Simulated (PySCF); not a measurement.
Molecule: SMILES C#CCc1ccco1, C₇H₆O.

Geometry (Å), atoms numbered from 1 in this order:
```xyz
14

C    -2.9660    0.8722    0.4800
C    -2.1784    0.0679    0.0760
C    -1.2001   -0.8927   -0.4037
C     0.1901   -0.3731   -0.2161
C     0.9006   -0.0780    0.9095
C     2.1633    0.3886    0.4676
C     2.1238    0.3431   -0.8899
O     0.9327   -0.1162   -1.3129
H    -3.6664    1.5701    0.8298
H    -1.3282   -1.8312    0.1451
H    -1.3658   -1.0795   -1.4676
H     0.5648   -0.1773    1.9212
H     2.9820    0.7096    1.0782
H     2.8470    0.5958   -1.6395
```

Frames of a GFN2-xTB Langevin trajectory at 600 K; GIAO PBE0/pcSseg-1 shieldings in PySCF 2.14.0 with density-fitted response routines, gas phase, non-relativistic; equivalent atoms averaged within each frame.

Referencing at the same level of theory: ¹³C (σref 186.93), ¹H (σref 31.72) vs TMS; ¹⁷O (σref 336.08) against H2O. The references are static minima.

How do the shifts (ppm) fluctuate along the trajectory?

Results:


```tsv
time (fs)	C4	C7	C6	C5	C2	C1	C3	O8	H13	H14
optimised geometry	157.0	144.7	118.8	115.4	86.1	76.2	21.1	309.9	6.71	7.36
250	163.2	137.7	117.2	111.8	88.1	82.7	19.2	293.0	7.58	6.70
425	159.5	146.8	119.7	124.4	84.1	89.3	24.9	306.3	6.95	6.84
625	151.1	159.8	124.7	112.0	89.3	78.9	19.7	295.3	6.35	9.02
800	176.4	132.5	110.4	130.6	89.7	82.5	25.6	326.2	6.94	6.87
1000	153.8	139.5	111.6	111.6	99.3	90.8	22.5	316.8	6.98	6.82
mean of frames	160.8	143.2	116.7	118.1	90.1	84.9	22.4	307.5	6.96	7.25
standard deviation	9.9	10.6	5.9	8.9	5.6	5.0	2.9	14.1	0.43	0.99
```

5 frames give an uncertainty of the mean of about the standard deviation over 2.2 at best, since frames this close in time may not be independent; classical motion lacks zero-point vibration, and the reference would need the same averaging.
